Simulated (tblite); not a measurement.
C5H9NO2Si.
Numbering: `[CH3:1][CH2:2][O:3][C@:4]([SiH3:5])([C:6]#[N:7])[CH:8]=[O:9]` (hydrogens: H10, H11, H12 on C1; H13, H14 on C2; H15, H16, H17 on Si5; H18 on C8)

Computed geometry: GFN2-xTB, gas phase.

**Question.** List the bond lengths, angles and torsions at this level.

**Answer.** 
```json
{"bond": "C1–C2", "length (Å)": "1.523", "order": "single"}
{"bond": "C2–O3", "length (Å)": "1.421", "order": "single"}
{"bond": "O3–C4", "length (Å)": "1.417", "order": "single"}
{"bond": "C4–Si5", "length (Å)": "1.960", "order": "single"}
{"bond": "C4–C6", "length (Å)": "1.430", "order": "single"}
{"bond": "C6≡N7", "length (Å)": "1.146", "order": "triple"}
{"bond": "C4–C8", "length (Å)": "1.477", "order": "single"}
{"bond": "C8=O9", "length (Å)": "1.204", "order": "double"}
{"bond": "C1–H10, C1–H11, C1–H12", "length (Å)": "1.088", "order": "single"}
{"bond": "C2–H13", "length (Å)": "1.096", "order": "single"}
{"bond": "C2–H14", "length (Å)": "1.093", "order": "single"}
{"bond": "Si5–H15, Si5–H16", "length (Å)": "1.454", "order": "single"}
{"bond": "Si5–H17", "length (Å)": "1.465", "order": "single"}
{"bond": "C8–H18", "length (Å)": "1.109", "order": "single"}
```

Bonds in one row agree within 0.01 Å and their mean is given. Orders are formal, as drawn. A selection of angles:
```json
{"angle": "C2–C1–H10", "degrees": "111.1"}
{"angle": "C2–C1–H11", "degrees": "109.4"}
{"angle": "H10–C1–H11", "degrees": "108.5"}
{"angle": "H10–C1–H12", "degrees": "108.5"}
{"angle": "C1–C2–O3", "degrees": "113.1"}
{"angle": "C1–C2–H13", "degrees": "110.6"}
{"angle": "C1–C2–H14", "degrees": "110.4"}
{"angle": "O3–C2–H13", "degrees": "110.3"}
{"angle": "O3–C2–H14", "degrees": "103.5"}
{"angle": "H13–C2–H14", "degrees": "108.8"}
{"angle": "C2–O3–C4", "degrees": "118.1"}
{"angle": "O3–C4–Si5", "degrees": "91.9"}
{"angle": "O3–C4–C6", "degrees": "114.4"}
{"angle": "O3–C4–C8", "degrees": "118.2"}
{"angle": "Si5–C4–C6", "degrees": "111.4"}
{"angle": "Si5–C4–C8", "degrees": "106.4"}
{"angle": "C6–C4–C8", "degrees": "112.2"}
{"angle": "C4–Si5–H15", "degrees": "102.7"}
{"angle": "C4–Si5–H17", "degrees": "108.9"}
{"angle": "H15–Si5–H16", "degrees": "114.5"}
{"angle": "C4–C6–N7", "degrees": "178.9"}
{"angle": "C4–C8–O9", "degrees": "125.9"}
{"angle": "C4–C8–H18", "degrees": "112.3"}
{"angle": "O9–C8–H18", "degrees": "121.8"}
```

Dihedral angles: C1–C2–O3–C4 -67° (synclinal); C2–O3–C4–Si5 -162° (antiperiplanar); O3–C4–C8–O9 -16° (synperiplanar).

The C–C distances run from 1.430 Å (C4–C6, drawn single) to 1.523 Å (C1–C2, drawn single), a spread of 0.093 Å. Si5 (SiH3 silicon) is distorted tetrahedral (angles from 102.7° to 114.5°). The 3 C–O bonds span 1.204 Å (C8=O9, drawn double) to 1.421 Å (C2–O3, drawn single), a spread of 0.217 Å. O3 (ether oxygen) is bent (angle 118.1°). Of the pairs four or more bonds apart, O9···H13 is among the closest relative to their van der Waals radii: 2.37 Å, 87 % of the sum of Bondi's values.

Point group: C1 (no symmetry element, even within 0.4 Å). Its GFN2-xTB frequencies are all real (lowest 26 cm⁻¹). One conformer, not necessarily the lowest. 3 starts were optimised and ended at 0.00, 0.56 and 2.35 kcal/mol (GFN2-xTB); the lowest of these is shown.
